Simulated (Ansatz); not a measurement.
The Mg1–H2 bond of MgH is stretched (multiplicity 2).


Frozen-core correlation.

The values were computed with Ansatz (a quantum-chemistry and plane-wave program). 

Energies above the point at 1.743 Å (the B3LYP-D3(BJ) bond length), FCI/def2-TZVPP (kcal/mol): 3.35 at 1.568 Å; 2.31 at 1.917 Å; 31.63 at 6.971 Å.

**Question.** Take the last value as the depth D of a Morse curve D(1 − e^(−a(R − R₀)))², fit a and R₀ to the two near points, and test it at 2.353 and 3.050 Å.

**Answer.** 
With D = 31.6, both near points (counted from the curve's value at 1.743 Å) are met by a = 1.72 Å⁻¹ and R₀ = 1.733 Å, so k = 2Da² = 187 kcal/(mol Å²). The curve then gives 13.6 and 25.4 kcal/mol; the level itself gives 16.1 and 29.9, so Morse is off by -2.5 and -4.5.
